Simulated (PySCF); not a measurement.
# Ionisation energy of Er³⁵⁺ by level of theory

Er³⁵⁺ [Ar] 3d10 4s2 4p3 [4p1/2^2 4p3/2^1, M_J = 3/2] → Er³⁶⁺ [Ar] 3d10 4s2 4p2 [4p1/2^2, M_J = 0], as a difference of total energies. All numbers are calculated (PySCF 2.14, the two-component X2C-1e Hamiltonian, in an uncontracted even-tempered set (17 s from 3.7 bohr⁻², ratio 2.8; 13 p from 4.8 bohr⁻², ratio 2.8; 8 d from 8.6 bohr⁻², ratio 2.8; 4 f from 22 bohr⁻², ratio 3)). Correlated levels: [Ne] frozen; the 74 highest virtual spinors dropped. "Screened" scales the spin-orbit matrix elements by Boettger's factors to mimic the two-electron term; Breit and QED terms are absent.

```tsv
method	ionisation energy (eV)
GHF (spin-free)	1535.4
GMP2 (spin-free)	1536.4
GHF (screened spin-orbit)	1510.9
GMP2 (screened spin-orbit)	1511.8
```

Breit and QED terms and the two-electron picture change are absent.

The spin-free rows relax to the high-spin LS determinant and lack the spin-orbit shift.

The labels give the starting determinants; with spin-orbit coupling the two ends relaxed to ⟨J²⟩ = 3.75, ⟨L²⟩ = 2.45, ⟨S²⟩ = 1.59 and ⟨J²⟩ = 0.00, ⟨L²⟩ = 1.36, ⟨S²⟩ = 1.36.

For comparison: 1516 ± 5 eV (theoretical estimate listed by NIST; NIST Atomic Spectra Database, ionization energies).
